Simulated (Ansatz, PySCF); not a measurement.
Species: sum formula SiN3H6F (charge 0, singlet). SMILES: F[Si](N)(N)N
Structure (B3LYP-D3(BJ)/def2-TZVP (Ansatz, a first-principles code) minimum search):
```
Si
F 1 1.6101
N 1 1.6971 2 117.96
H 3 1.0064 1 121.29 2 -76.95
H 3 1.0064 4 112.71 1 -155.95
N 1 1.7090 2 102.51 3 -115.65
H 6 1.0065 1 121.38 2 179.22
H 6 1.0069 7 111.86 1 -152.55
N 1 1.7090 2 102.51 6 -128.70
H 9 1.0065 1 121.38 2 -179.22
H 9 1.0069 10 111.86 1 152.55
```

Property: vertical ionisation energy (to the doublet state of charge +1; each state is the SCF solution reached for its spin; the UHF <S^2> is 0.86 for the doublet (pure: 0.75); for the doublet the Hartree-Fock reference is unstable and T1 is 0.020), in eV. Correlated levels leave the core frozen unless marked. UHF or UKS for open shells. No spin-orbit coupling. No relativistic terms.  The program attaches cautions to a run behind CCSD/aug-cc-pV(D+d)Z: other roots. The program attaches cautions to a run behind CCSD(T)/aug-cc-pV(D+d)Z: other roots.

```tsv
level	program	vertical ionisation energy (eV)
HF/aug-cc-pV(T+d)Z	Ansatz	8.61
SVWN5/def2-TZVPD	Ansatz	9.07
PBE/def2-TZVPD	Ansatz	8.84
r2SCAN/def2-TZVPD	Ansatz	8.98
B3LYP/def2-TZVPD	Ansatz	9.24
PBE0/def2-TZVPD	Ansatz	9.24
BHLYP/def2-TZVPD	Ansatz	9.40
CAM-B3LYP/def2-TZVPD	Ansatz	9.52
wB97M-V/def2-TZVPD	Ansatz	9.59
wB97X-V/def2-TZVPD	Ansatz	9.60
B2PLYP/def2-TZVPD	Ansatz	9.39
RI-MP2/aug-cc-pV(T+d)Z	Ansatz	10.10
CCSD/aug-cc-pV(D+d)Z	Ansatz	9.50
CCSD(T)/aug-cc-pV(D+d)Z	Ansatz	9.47
```

For comparison, minus the highest occupied orbital energy (PySCF): 6.87 eV at B3LYP/def2-TZVPD, 10.69 eV at HF/def2-TZVPD, 6.28 eV at TPSSh/def2-TZVPD.
